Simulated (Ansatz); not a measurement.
AlBrHO (`[OH][Al][Br]`) radical at its PBE0-D4/def2-TZVP geometry, where that method's forces vanish. Charge 0, multiplicity 2.

```xyz
4

O     0.0020   -0.6679    0.7702
Al   -0.2736    0.7160   -0.1681
Br    0.5898    0.7233   -2.2680
H    -0.3182   -0.7714    1.6659
```

Problem. What forces (eV/Å) does PBE-D4/def2-TZVPP give on these atoms in Ansatz? (Best estimate.)

Solution. Ansatz gave: 
```
O1   0.230 -0.327 -0.177
Al2 -0.162  0.385 -0.055
Br3  0.087  0.001 -0.211
H4  -0.155 -0.059  0.444
```
